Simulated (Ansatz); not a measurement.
The first iterations of a band of AlH9N2O2Si (15 atoms, charge 0, multiplicity 1).

Method: RKS LDA/def2-SVP in Ansatz 0.2.0.

| Quantity | Value |
| --- | --- |
| movable images | 7 |
| climbing image | yes |
| spring | 0.1 eV/Å² |
| optimiser | quadratic models (default) |
| start path | through a guess of the saddle point |
| force threshold | 0.05 eV/Å |
| iteration limit | 60 |
| end points | relaxed |

Initial state:

```xyz
15
Properties=species:S:1:pos:R:3
Al -0.027 0.213 0.349
O -0.497 -0.297 1.922
H -0.827 -1.189 2.111
O 1.129 -0.598 -0.625
H 1.895 -1.061 -0.253
N -1.379 0.870 -0.770
H -2.359 0.699 -0.506
H -1.281 0.630 -1.768
N 0.431 2.070 0.672
H 1.374 2.402 0.416
Si -0.850 2.924 -0.405
H -0.554 2.977 -1.885
H -2.245 3.045 0.163
H -0.339 4.335 -0.025
H 0.294 2.342 1.661
```

Final state:

```xyz
15
Properties=species:S:1:pos:R:3
Al 0.314 0.574 0.472
O -0.334 0.102 2.009
H -1.905 -0.473 0.228
O 1.608 -0.339 -0.207
H 1.943 -1.126 0.249
N -1.344 0.037 -0.474
H -1.174 -0.559 -1.296
H -1.854 0.897 -0.760
N 0.460 2.323 -0.014
H 1.424 2.653 -0.147
Si -0.765 3.466 -0.356
H -2.042 2.687 -0.672
H -1.168 4.416 0.752
H -0.473 4.320 -1.569
H 0.074 0.387 2.842
```

| iteration | highest image above the first end (eV) | largest band force component (eV/Å) |
| --- | --- | --- |
| 1 | 7.477 | 19.240 |
| 2 | 2.027 | 3.369 |
| 3 | 1.400 | 12.571 |
| 4 | 1.140 | 7.511 |
| 5 | 0.949 | 1.676 |
| 6 | 0.838 | 0.467 |
| 7 | 0.833 | 0.442 |
| 8 | 0.817 | 0.372 |
| 9 | 0.792 | 0.320 |
| 10 | 0.792 | 0.397 |
| 11 | 0.793 | 0.331 |

Task: Does the band converge within its limit, and where does its top end?

Result: The forces met the threshold. It ended after 34 iterations with the highest image 0.760 eV above the first end. The order of the point at the top wasn't checked. The orbitals stay closed-shell, which can raise the energy where a bond breaks towards radicals; this wasn't checked here.

Time of the run: 5 min on 4 threads of Arm Neoverse V1, on a shared host, peak memory 0.2 GiB.
